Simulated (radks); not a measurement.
Q: The mean radii <r> (bohr) of the occupied orbitals of an atom or ion are listed with their occupations. All-electron calculation, Dirac Kohn-Sham, PBE, spin-unpolarised, spherical densities, finite nucleus; Fermi nuclear charge, rms radius of each element as measured or else 0.836 A^(1/3) + 0.57 fm. Program: a radial shooting solver on a logarithmic mesh with Libxc functionals.

orbital  occ.      <r>
1s1/2       2  0.02151
2s1/2       2  0.09096
2p1/2       2  0.07589
2p3/2       4  0.08284
3s1/2       2   0.2389
3p1/2       2   0.2286
3p3/2       4   0.2418
3d3/2       4   0.2141
3d5/2       6   0.2182
4s1/2       2   0.5417
4p1/2       2   0.5531
4p3/2       4   0.5832
4d3/2       4   0.6181
4d5/2       6   0.6289
5s1/2       2    1.313
5p1/2       2    1.471
5p3/2       2    1.568
4f5/2       6   0.8651
4f7/2       3   0.8804
6s1/2       2    3.821
5d3/2       2    2.624

Name the element and its charge. Open shells, if any, fill j = l - 1/2 first.

A: Z = 65, terbium, charge 0: Tb in [Kr] 4d10 4f9 5s2 5p4 6s2 5d2. The 1s radius gives Z: for a bare nucleus <r> = (2 gamma + 1)/(2Z) with gamma = sqrt(1 - (Z/c)^2), 0.02124 bohr for Z = 65, and screening makes it slightly larger (0.02151 here). The occupations add up to 65, and the charge is Z minus that.
